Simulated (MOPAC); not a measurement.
MOPAC input (PM6):

```
PM6 1SCF UHF MS=0.5 GEO-OK AUX(PRECISION=9) THREADS=1
BiCl2

Bi   -0.25936826 1   -0.14047736 1    0.35475257 1
Cl   -0.27877501 1    1.98066989 1   -0.88423080 1
Cl    1.54510241 1   -1.29480986 1   -0.84779644 1
```

From the output:

```
                                                       MOPAC v23.2.5 Linux

          FINAL HEAT OF FORMATION =        -16.38789 KCAL/MOL =     -68.56694 KJ/MOL

          COSMO AREA              =        126.74 SQUARE ANGSTROMS
          COSMO VOLUME            =        120.47 CUBIC ANGSTROMS

          IONIZATION POTENTIAL    =          8.858320 EV
          ALPHA SOMO LUMO (EV)    =         -8.858 -1.480
          BETA  SOMO LUMO (EV)    =        -10.823 -1.628
          NO. OF ALPHA ELECTRONS  =         10
          NO. OF BETA  ELECTRONS  =          9
          MOLECULAR WEIGHT        =        279.8864         POINT GROUP:  C2v

          MOLECULAR DIMENSIONS (Angstroms)

            Atom       Atom       Distance
           Cl     3   Cl     2     3.74922
           Cl     2   Bi     1     1.58763
           Cl     3   Bi     1     0.00000

          SCF CALCULATIONS        =          1

   ATOM   CHEMICAL          X               Y               Z
  NUMBER   SYMBOL      (ANGSTROMS)     (ANGSTROMS)     (ANGSTROMS)

     1      Bi         -0.25936826  *  -0.14047736  *   0.35475257  *
     2      Cl         -0.27877501  *   1.98066989  *  -0.88423080  *
     3      Cl          1.54510241  *  -1.29480986  *  -0.84779644  *

                             CARTESIAN COORDINATES

   1   Bi       -0.259368260    -0.140477360     0.354752570
   2   Cl       -0.278775010     1.980669890    -0.884230800
   3   Cl        1.545102410    -1.294809860    -0.847796440

           Empirical Formula: Bi Cl2  =     3 atoms

      MOLECULAR POINT GROUP   :   C2v

          ALPHA EIGENVALUES
 -26.65651 -26.50958 -20.19493 -13.65950 -12.87390 -12.75685 -11.46669 -11.17122
 -10.84220  -8.85832  -1.48026  -1.37424  90.25842  90.40644  90.62271  90.66580
  90.81019  91.02011  91.02477  91.02855  91.40797  91.44035

           BETA EIGENVALUES
 -26.53360 -26.38579 -19.96403 -13.59349 -12.62988 -11.93272 -11.17469 -11.14901
 -10.82308  -1.62825  -1.21397  -1.10781  90.23651  90.46124  90.59512  90.65754
  90.85578  91.00663  91.08489  91.09499  91.46600  91.48776

              NET ATOMIC CHARGES AND DIPOLE CONTRIBUTIONS

  ATOM NO.   TYPE          CHARGE      No. of ELECS.   s-Pop       p-Pop       d-Pop
    1         Bi           0.606938        4.3931     1.93079     2.46227
    2         Cl          -0.303469        7.3035     1.99312     5.30374     0.00661
    3         Cl          -0.303469        7.3035     1.99312     5.30374     0.00661
 DIPOLE           X         Y         Z       TOTAL
 POINT-CHG.    -2.602    -1.409     3.559     4.628
 HYBRID         0.459     0.249    -0.628     0.817
 SUM           -2.143    -1.161     2.931     3.812

          ATOMIC ORBITAL ELECTRON POPULATIONS

     Atom    s        px        py        pz      x^2-y^2     xz        z^2       yz        xy
    1 Bi   1.93079   0.87442   0.70361   0.88424
    2 Cl   1.99312   1.93936   1.54307   1.82131   0.00240   0.00011   0.00033   0.00340   0.00036
    3 Cl   1.99312   1.66675   1.80822   1.82876   0.00079   0.00239   0.00035   0.00100   0.00208

                    (SZ)    =    0.500000
                    (S**2)  =    0.752286

          ATOMIC ORBITAL SPIN POPULATIONS

    Atom   Total    s     px     py     pz   x^2-y^2  xz     z^2    yz     xy
         Atomic
    1 Bi  0.9465 -0.003  0.414  0.151  0.383
    2 Cl  0.0267  0.000  0.024 -0.014  0.016  0.000  0.000  0.000  0.000  0.000
    3 Cl  0.0267  0.000  0.009  0.000  0.016  0.000  0.000  0.000  0.000  0.000

 **********************
 *                    *
 * JOB ENDED NORMALLY *
 *                    *
 **********************

 == MOPAC DONE ==
```

The geometry given is a B3LYP-D3(BJ)/def2-TZVP minimum.
